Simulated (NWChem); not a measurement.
GeHF, singlet; SMILES [F][GeH]

```xyz
3

Ge     0.0450     0.3723     0.0000
H     -1.5580     0.5412     0.0000
F      0.0133    -1.3840     0.0000
```
Atoms are numbered in this order, from 1.

Low-valent species are run as closed-shell singlets; no triplet was tried in these runs. The geometry was optimised at PBE0/def2-SVP.

Symmetry labels are those of Cs in the frame above (b1 and b2, or b-type labels, depend on it).

Problem. List the 4 lowest vertical singlet excitations and the 4 lowest triplet ones from PBE0/def2-SVP, TDA (NWChem).

Solution. 
```tsv
state	energy (eV)	oscillator strength	symmetry	leading excitation (squared amplitude)
S1	3.08	0.028	a"	HOMO → LUMO (0.98)
S2	6.13	0.065	a'	HOMO → LUMO+1 (0.92)
S3	6.55	0.051	a"	HOMO−1 → LUMO (0.91)
S4	7.08	0.024	a"	HOMO−3 → LUMO (0.93)
T1	1.88	spin-forbidden	a"	HOMO → LUMO (0.99)
T2	4.88	spin-forbidden	a'	HOMO → LUMO+1 (0.98)
T3	5.71	spin-forbidden	a"	HOMO−1 → LUMO (0.96)
T4	6.23	spin-forbidden	a'	HOMO−2 → LUMO (0.98)
```
